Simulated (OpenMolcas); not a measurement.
# Mn, Tc, Re: d5 s2 down the group

```json
{"Program": "OpenMolcas", "Method": "MS-CASPT2, IPEA 0.25 Eh, imaginary shift 0.1 Eh", "Basis": "ANO-RCC-VTZP", "Scalar Hamiltonian": "DKH2, point nucleus", "Spin-orbit coupling": "RASSI with atomic mean-field integrals over the reference wave functions, term energies averaged over their components"}
```

Active space for each ion: 7 electrons in 6 orbitals (d s); closed shells correlated by CASPT2: Mn 3s 3p; Tc 4s 4p; Re 5s 5p.

Computed levels in cm-1 above 6S 5/2:

```
                               Level     Mn     Tc     Re
                             4G 11/2  29260  25850  18950
                              4G 9/2  29260  26740  19150
                              4P 1/2  29420  27260  18290
weight of 6S in the lowest level (%)    100     99     92
```

Mixed levels, with the weight of the term that names them: Tc 4G 11/2 (65 %), Tc 4G 9/2 (53 %), Re 4P 1/2 (64 %).

Measured, with the error of the calculation in %. Measured levels: Mn, Tc, Re from NIST Handbook of Basic Atomic Spectroscopic Data.

| Level | Re |
| --- | --- |
| 4G 11/2 | 16307 (+16.2) |
| 4G 9/2 | 16619 (+15.2) |

Without spin-orbit coupling 4G lies 29250, 26190, 18370 cm-1 above 6S in that order; the difference to the level 4G 11/2, of either sign, comes from spin-orbit coupling, which also lowers the zero.

CASPT2 breaks the degeneracy within a term, and the mean is taken; among the terms shown or strongly mixed into the levels shown the widest spread is 1300 cm-1 (3d5 4s2 4G, Mn). Over all roots computed the reference weight is 0.82 to 0.90 in Mn, 0.84 to 0.90 in Tc; the roots of lowest weight are the least certain, and an intruder state may touch them. Terms from blocks run as CI alone lack orbitals of their own. The CASPT2 spread within a term exceeds the gap to the next term for 3d5 4s2 4G and 3d5 4s2 4P, so the order of their levels is uncertain, and so are names and mixing where such terms share a J (figures for Mn; the like holds for Tc, Re). Some high roots are left out of the spin-orbit mixing, which shifts the levels that they would mix with (holds for Mn). Blocks of more than 70 roots (2S+1 = 2 even) ran without multistate coupling (holds for Tc). Configurations are named by rounded mean occupations; where the s occupation lies near a half they are strongly mixed, a name can repeat and a true partner stay unpaired (holds for Tc; Re). Some terms miss by over 15 % even with CASPT2, which points to a basis or an active space too small for the shells correlated (holds for Re). Measured partners are found by configuration, term and J. A level has none where our copy of the source lacks it or the pairing is in doubt (some pairs that miss far off the trend of their configuration count as doubtful), and it then counts in no deviation. Only configurations of the active space appear.
